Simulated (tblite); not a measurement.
Compound: C4H7NOSi.
Cartesian coordinates in Å at the GFN2-xTB level; atoms count from 1:
```xyz
14
C4H7NOSi angstrom
N     -2.674   -0.830    1.353
C     -1.946   -0.763    0.472
C     -0.991   -0.619   -0.594
O      0.179   -1.403   -0.381
C      1.028   -0.784    0.557
C      1.302    0.673    0.148
Si    -0.330    1.207   -0.677
H     -1.441   -0.975   -1.524
H      1.936   -1.389    0.578
H      0.564   -0.808    1.554
H      2.129    0.708   -0.561
H      1.588    1.265    1.014
H     -0.184    1.605   -2.075
H     -1.159    2.112    0.114
```

Level: GFN2-xTB in tblite, geometry and Hessian alike; calculated harmonic values, unscaled, isolated species. This tight-binding method is rough: wavenumbers can miss measured ones by several per cent, in bad cases by 10 to 20. Modes of hydrogen on silicon can be 10 to 20 % off. One conformer, not necessarily the lowest.

Harmonic wavenumbers (cm⁻¹): 66.5, 129.5, 165.2, 279.1, 375.1, 447.9, 474.8, 519.3, 540.5, 609.3, 637.5, 710.9, 725.5, 753.4, 800.5, 915.3, 947.9, 991.4, 1022.3, 1055.9, 1089.9, 1148.9, 1188.0, 1237.4, 1267.2, 1326.8, 1460.7, 1483.9, 2296.3, 2311.1, 2384.2, 2879.1, 2943.5, 2986.4, 2994.6, 3019.4.

A = 3344, B = 1955, C = 1550 MHz; mass 113.030 u (most abundant isotopes); point group C1, symmetry number 1.

**Question.** Zero-point energy?

**Answer.** ½Σν̃ = 22093 cm⁻¹ = 63.17 kcal/mol.

**Question.** Give the ideal-gas entropy at 500 K and 1 bar in the rigid-rotor, harmonic-oscillator model (classical rotation).

**Answer.** Translation 42.68, rotation 29.39, vibration 32.77: S = 104.8 cal/(mol K).

**Question.** And Cp and H(500 K) − H(0)?

**Answer.** Cp = 44.37 cal/(mol K), of which vibrations give 36.42 (their classical limit is 36 R = 71.5); H(500 K) − H(0) = 13.01 kcal/mol without the zero-point energy, 9.04 from vibrations.

**Question.** Blend soft modes into free rotors: weight 1/[1 + (100 cm⁻¹/ν̃)⁴] for the oscillator and the rest for a rotor with moment μB/(μ + B), μ = h/(8π²ν), B = 10⁻⁴⁴ kg m². What vibrational entropy results?

**Answer.** 31.22 cal/(mol K) in place of 32.77, which changes −T·S at 500 K by +0.77 kcal/mol.

**Question.** How do the functions run with temperature in this model?

**Answer.** 
```
T (K)  S (cal/(mol K))  Cp (cal/(mol K))  H − H(0) (kcal/mol)  G − H(0) (kcal/mol)  ln q(vib)
  100             63.4              13.8                 1.06                -5.29       0.78
  200             75.3              21.7                 2.81               -12.25       2.21
  300             85.8              30.5                 5.43               -20.31       3.84
  800            128.7              56.8                28.36               -74.57      12.76
 1000            141.9              62.0                40.26              -101.66      16.12
```

q(vib) and H(0) count from the zero-point level.

**Question.** Which modes carry the vibrational entropy at 500 K?

**Answer.** 66.5 cm⁻¹: 5.28; 129.5 cm⁻¹: 3.96; 165.2 cm⁻¹: 3.48; 279.1 cm⁻¹: 2.48; 375.1 cm⁻¹: 1.93; 447.9 cm⁻¹: 1.62 cal/(mol K); the other 30 give 14.03 together.

Hindered rotation and anharmonicity are outside this model. Other conformers, if any are populated, would add a mixing term that is left out. The structure is chiral; the term R ln 2 for an equal mix with its mirror image is left out.
